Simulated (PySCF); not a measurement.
Species: C₂H₁₀OSi₂.
Z-matrix (Å and degrees, PBE0-D3(BJ)/def2-SVP geometry), rows numbered from 1:
```
C 
C   1  1.5200
Si  2  1.9059  1  113.48
O   2  1.4206  1  111.84  3  -118.77
Si  4  1.6676  2  125.19  1   -74.72
H   1  1.1011  2  110.95  3   -59.90
H   1  1.1011  2  110.79  3    60.49
H   1  1.1027  2  111.32  3  -179.66
H   2  1.1100  1  108.76  3   119.90
H   3  1.4975  2  110.10  1    59.51
H   3  1.4925  2  109.70  1   179.63
H   3  1.4937  2  109.21  1   -60.11
H   5  1.4876  4  106.53  2  -162.58
H   5  1.4980  4  109.61  2   -42.78
H   5  1.4959  4  112.41  2    77.78
```

Jobs on this species (15 atoms, 58 electrons) with PySCF (density fitting). Hardware of each: one thread of an Arm Neoverse V1, on a shared host. Other jobs ran on the host; a repeat could differ by tens of per cent or more. Peak memory is the resident size of the whole Python process, interpreter and libraries included.

```tsv
level and settings	work	basis functions	SCF cycles	wall time	peak memory
delta-SCF UKS PBE, pcX-2 on the ionised atom, pcseg-1 elsewhere, spin-free X2C	ΔSCF core ionisation, 7 holes	170	?	?	?
delta-SCF UKS SCAN, pcX-2 on the ionised atom, pcseg-1 elsewhere, spin-free X2C	ΔSCF core ionisation, 7 holes	170	?	?	?
PBE0-D3(BJ)/def2-SVP, grid level 1	geometry optimisation from a GFN2-xTB start shaken at random	128	?	?	?
delta-SCF UKS SCAN, pcX-2 on the ionised atom, pcseg-1 elsewhere, non-relativistic	ΔSCF core ionisation, 7 holes	170	99	54 s	0.68 GiB
delta-SCF UKS SCAN, pcX-1 on the ionised atom, pcseg-1 elsewhere, spin-free X2C	ΔSCF core ionisation, 7 holes	150	99	46 s	0.51 GiB
delta-SCF UKS SCAN, def2-TZVP on the ionised atom, pcseg-1 elsewhere, spin-free X2C	ΔSCF core ionisation, 7 holes	147	99	52 s	0.52 GiB
delta-SCF UKS B3LYP, pcX-2 on the ionised atom, pcseg-1 elsewhere, spin-free X2C	ΔSCF core ionisation, 7 holes	170	92	68 s	0.76 GiB
delta-SCF UKS HF, pcX-2 on the ionised atom, pcseg-1 elsewhere, spin-free X2C	ΔSCF core ionisation, 7 holes	170	89	39 s	0.63 GiB
delta-SCF UKS PBE0, pcX-2 on the ionised atom, pcseg-1 elsewhere, spin-free X2C	ΔSCF core ionisation, 7 holes	170	90	65 s	0.76 GiB
```

Fill in the missing figures.

- delta-SCF UKS PBE, pcX-2 on the ionised atom, pcseg-1 elsewhere, spin-free X2C; ΔSCF core ionisation, 7 holes: 35 s, 0.60 GiB, 99 SCF cycles
- delta-SCF UKS SCAN, pcX-2 on the ionised atom, pcseg-1 elsewhere, spin-free X2C; ΔSCF core ionisation, 7 holes: 56 s, 0.61 GiB, 99 SCF cycles
- PBE0-D3(BJ)/def2-SVP, grid level 1; geometry optimisation from a GFN2-xTB start shaken at random: 89 s, 0.50 GiB, 66 SCF cycles

What do all jobs in the table cost together?

About 8.4 min; the longest takes about 18 % of that, and about 2.5 times as long as the shortest.
